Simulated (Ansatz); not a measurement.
The first iterations of a band of H2S + H4O3Si (11 atoms, charge 0, multiplicity 1).

Level of theory: RKS B3LYP-D4/def2-SVP (Ansatz 0.2.0).

- movable images: 9
- climbing image: yes
- spring: 5.0 eV/Å²
- optimiser: quadratic models (default)
- start path: through a guess of the saddle point
- force threshold: 0.05 eV/Å
- iteration limit: 60
- end points: relaxed

First end point:

```xyz
11
Properties=species:S:1:pos:R:3
Si -0.371 -0.308 0.094
H -0.617 -0.259 1.548
O 1.223 -0.044 -0.313
H 1.710 -0.826 -0.602
O -1.314 0.883 -0.549
H -1.107 1.177 -1.444
O -0.672 -1.822 -0.525
H -1.534 -2.218 -0.354
S 1.916 2.629 1.689
H 1.950 1.600 0.808
H 1.908 1.789 2.748
```

Last end point:

```xyz
11
Properties=species:S:1:pos:R:3
Si -0.002 0.545 -0.468
H 1.034 -0.811 2.554
O 1.306 -0.089 -1.253
H 1.751 -0.826 -0.819
O -1.132 0.968 -1.592
H -1.075 0.495 -2.431
O -0.475 -0.658 0.582
H -1.181 -0.429 1.200
S 0.323 2.372 0.595
H 1.063 1.781 1.563
H 1.479 -0.749 3.169
```

| iteration | highest image above the first end (eV) | largest band force component (eV/Å) |
| --- | --- | --- |
| 1 | 10.787 | 38.267 |
| 2 | 2.978 | 7.138 |
| 3 | 2.462 | 3.567 |
| 4 | 2.071 | 1.603 |
| 5 | 1.597 | 1.356 |
| 6 | 1.624 | 1.123 |
| 7 | 1.746 | 2.189 |
| 8 | 1.782 | 0.515 |
| 9 | 2.048 | 0.612 |
| 10 | 1.937 | 0.665 |

Task: Does the band converge within its limit, and where does its top end?

Result: The run converged. It ended after 31 iterations with the highest image 2.013 eV above the first end. The profile has 2 maxima (images 4, 8) with wells between them (image 7): this band takes more than one step, which may be the mechanism or a detour left from its start path. Neighbouring images differ by up to 1.7 eV, so the band resolves the path poorly. A vibrational analysis at the climbing image gives one clearly imaginary mode, 1094i cm⁻¹: a first-order saddle point. The orbitals stay closed-shell, which can raise the energy where a bond breaks towards radicals; this wasn't checked here.

Time of the run: 11 min on 4 threads of Arm Neoverse N1, on a shared host, peak memory 0.26 GiB.
